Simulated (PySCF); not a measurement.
Compound: C5H9OP.
Structure used (GFN2-xTB), in Å, numbered top down from 1:
```
atom  x, y, z in Å
C1     2.903   -0.159    1.515
C2     1.866   -0.028    0.520
C3     0.987    0.053   -0.300
P4    -0.214    0.305   -1.568
O5     0.142    1.322   -2.559
C6    -1.791    0.606   -0.695
C7    -2.141   -0.498    0.286
H8     2.465   -0.372    2.490
H9     3.474    0.766    1.574
H10    3.574   -0.973    1.241
H11   -0.351   -0.981   -2.092
H12   -2.557    0.720   -1.468
H13   -1.687    1.574   -0.194
H14   -1.340   -0.624    1.012
H15   -3.059   -0.260    0.820
H16   -2.280   -1.442   -0.235
```

Method: PySCF 2.14.0, density-fitted response routines, TDDFT B3LYP/def2-SVPD, vertical, gas phase, core orbitals frozen in the response.

Ground-to-excited transition dipoles (e·a0, same axes as the geometry; the sign carries no meaning), for the states with f of 0.002 or more among the lowest 6:

```csv
state,E (eV),μx,μy,μz
S1,5.868,0.112,-0.041,0.024
S2,5.995,-0.198,0.013,-0.098
S3,6.040,0.108,-0.022,0.232
S5,6.296,0.483,0.096,0.138
S6,6.485,0.150,-0.073,0.134
```

What oscillator strength does each state have?

f = (2/3) ΔE |μ|² with ΔE in hartree (27.2114 eV).

```tsv
state	|μ|² (au)	|μ| (D)	f
S1	0.015	0.31	0.002
S2	0.049	0.56	0.007
S3	0.066	0.65	0.010
S5	0.262	1.30	0.040
S6	0.046	0.54	0.007
```

How is the summed strength of these states shared among x, y and z?

(2/3) Σ ΔE μα² gives 0.049 for x, 0.003 for y and 0.015 for z, 0.067 in all.

What peak molar absorption coefficient would the strongest computed level give as a lone Gaussian band 0.3 eV wide at half height?

ε(max) = 2.175×10⁸ f / FWHM, with the width in cm⁻¹. S5: 2.175×10⁸ × 0.0404 / 2420 ≈ 3600 L mol⁻¹ cm⁻¹.

Hardware: Arm Neoverse V2, one thread (shared host). Cost: 41 s of wall time (grids of density and orbitals included), 0.85 GiB resident at most.

One conformer stands for the species.
